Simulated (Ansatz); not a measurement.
Species: C$_{2}$H$_{2}$S, SMILES `C#CS` (charge 0, multiplicity 1).

### Question
Give a relaxed geometry from Ansatz (a program for electronic structure) with PBE0-D3(BJ)/def2-TZVP.

### Answer
the end point of this relaxation (outside a Z-matrix the atoms follow the SMILES, hydrogens last).
Bond lengths (Å): C1–C2 1.203, C1–H4 1.064, C2–S3 1.679, S3–H5 1.346. Angles (°): C2–C1–H4 179.2, C1–C2–S3 175.2, C2–S3–H5 96.7.
